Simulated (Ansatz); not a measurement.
Name a neutral molecule of B, C, F, P, Si and H with HOMO–LUMO gap (PBE/def2-TZVPP) between 3.75 and 4.05 eV and LUMO energy (ωB97M-V/def2-TZVPP) between 0.10 and 0.40 eV (Ansatz, PBE0-D4/def2-TZVP geometry).

`BP[SiH](C)F` (3.84 eV, 0.11 eV). Other molecules can fit too; these were computed, each in one conformer that needn't be the lowest.
